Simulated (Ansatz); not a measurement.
`C#[C][GeH2][OH]` + `NC=O` → `N[C](=O)[GeH2][OH]` + `C#C`  (formal exchange of groups at a Ge–C bond)

Gas-phase electronic energies from Ansatz, PBE0-D4/def2-TZVP geometries. CCSD(T)/CBS adds triple-zeta CCSD(T) − MP2 to the extrapolated MP2 energy (def2 sets, frozen cores). This one scheme is used for every species. Functionals use def2-TZVPP. For Ge outer-core shells are correlated without core-valence functions, which leaves a few kJ/mol of doubt a bond. Scalar relativity is left out up to krypton. Each species was taken in one conformer, which may not be the lowest.

`C#[C][GeH2][OH]`:

Cartesian coordinates in Å:
```
C -1.007 1.790 1.111
C -0.587 0.853 0.482
Ge 0.017 -0.623 -0.536
O 1.695 -0.881 -0.009
H -1.368 2.620 1.674
H -0.027 -0.282 -2.035
H -0.838 -1.863 -0.223
H 2.114 -1.615 -0.464
```

`NC=O`:

Cartesian coordinates in Å:
```
N 0.186 0.298 -0.596
C -0.173 -0.287 0.568
O 0.371 -1.246 1.056
H 0.963 -0.075 -1.115
H -0.307 1.095 -0.952
H -1.039 0.215 1.040
```

`N[C](=O)[GeH2][OH]`:

Cartesian coordinates in Å:
```
N -0.539 1.641 -0.622
C 0.190 0.510 -0.560
O 1.104 0.267 -1.326
Ge -0.182 -0.891 0.827
O 1.055 -2.080 0.400
H -1.289 1.823 0.019
H -0.326 2.326 -1.331
H 0.039 -0.378 2.261
H -1.586 -1.506 0.687
H 1.535 -1.712 -0.356
```

`C#C`:

Cartesian coordinates in Å:
```
C 0.307 0.348 -0.378
C -0.307 -0.348 0.378
H 0.853 0.966 -1.052
H -0.853 -0.966 1.052
```

```json
{"level": "r2SCAN0-D4", "ΔE (kJ/mol)": "31.1"}
{"level": "ωB97X-V", "ΔE (kJ/mol)": "30.3"}
```

(1) What does CCSD(T)/CBS give? (Estimate.)

Largest T1 diagnostic among the species: 0.016.

Answers

(1) Computed: +30.9 kJ/mol. The listed levels differ from it by 0.2, -0.6 kJ/mol.

Leaving LDA and LC-ωPBE aside and taking each functional with its dispersion term where it has one, the values, not all of them listed here, spread over 13.0 kJ/mol, from PBE-D4 to PBE-QIDH. LDA lies −10.3 kJ/mol from PBE without D4. In def2-TZVPP, CCSD(T) changes the Hartree–Fock value by −16.2 kJ/mol (the triples alone add −2.9 kJ/mol) and MP2 by −12.4 kJ/mol.
